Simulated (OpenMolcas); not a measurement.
Mn4+ among 4 point charges of -1.6 e arranged as a tetrahedron (Td), 2.09 Å from the ion.

```yaml
Program: OpenMolcas
Method: "SS-CASPT2, IPEA 0.25 Eh, imaginary shift 0.1 Eh (closed shells correlated: 3s 3p)"
Basis: ANO-RCC-VDZP [5s4p2d1f]
Scalar_Hamiltonian: DKH2, point nucleus
Active_space: 3 electrons in 5 orbitals (3d)
State_averaging: 2S+1 = 4 even, 10 roots; 2S+1 = 2 even, 40 roots
Spin-orbit_coupling: RASSI with atomic mean-field integrals over the reference wave functions
```

(1) What is the spin-free ground state (labels of Td)?

(2) Where is the first state of the same spin?

(3) What are the lowest two levels with spin-orbit coupling?

(4) What is χT at 300 K, and how does it compare with the textbook value?

## Answers

(1) 4T1, 3-fold in its orbital part, 100 % from free-ion F terms; it has the highest spin that d3 allows.

(2) 4T2 at 440 cm-1 above the ground state. The two act as a nearly degenerate pair, with unquenched orbital momentum.

(3) A 4-fold level Γ8, then a 2-fold level Γ7 260 cm-1 above it. Their leading multiplicities are 4 (100 %) and 4 (100 %).

(4) The lowest level has 2S+1 = 4, for which the spin-only value is χT = S(S+1) / 2 = 1.875 cm3 K/mol (g = 2). The computed 0.671 at 300 K differs by -1.204, through orbital momentum, spin-orbit coupling and any other state in reach. With a threefold ground state the orbital momentum is unquenched, so the spin-only value is not expected to hold.

Roots that are degenerate in the reference are averaged as groups; the widest CASPT2 spread within a group is 300 cm-1 (the 3-fold group of multiplicity 4 near 440 cm-1 above the lowest state of its run). Shifts and gaps below about the spread of the groups concerned are not significant. An orbital triplet at a regular site is open to Jahn-Teller coupling, which can distort the site and quench the lowest spin-orbit gaps and is left out. The ground term spreads over less than 5000 cm-1, several times less than with real ligands, so orbital moments are less quenched and χT lies further from the spin-only value than at real sites. Free-ion shares, where given, are those of the reference states; single-state CASPT2 does not remix them. Point charges carry no covalency, so the field is a model and not that of real ligands. No measured value stands beside these numbers.
